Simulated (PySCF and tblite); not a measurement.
Values are calculated unless marked as measured or tabulated.
System: CH4BCl2N, numbered as in [CH3:1][NH:2][B:3]([Cl:4])[Cl:5].

For the rotation about the B3–N2 bond (torsion Cl4–B3–N2–C1 from -180° to 0°, rising): electronic barrier 24.53 kcal/mol, zero-point change -1.16 kcal/mol, thermal and entropy terms at 350 K a further 0.29 kcal/mol (symmetry numbers apart). The minimum is Cs, the saddle C1. Geometries: PBE0-D3(BJ)/def2-SVP; energies: PBE0/pcSseg-1 + D3(BJ); zero-point and thermal terms from GFN2-xTB harmonic modes (soft modes blended into free rotors). Rates follow Eyring's equation with the number of equivalent paths and no tunnelling. (PySCF 2.14 with density fitting, tblite 0.8.)

Task: How many equivalent paths lead out of the minimum?

Result: 4: the symmetry number of the minimum is 1, that of the saddle displaced along its mode 1, and the displaced saddle is chiral while the minimum is not, which doubles the count, and since the end is the start again or its mirror image, the same path run backwards is a second way out.

Task: Work out the rate at 350 K.

Result: ΔG‡ = 23.66 kcal/mol; k_B T/h = 7.3×10¹² s⁻¹; exp(−ΔG‡/RT) = 1.7×10⁻¹⁵; times 4 gives k = 0.049 s⁻¹. Wigner's tunnelling factor for the 246i cm⁻¹ mode would be 1.04.
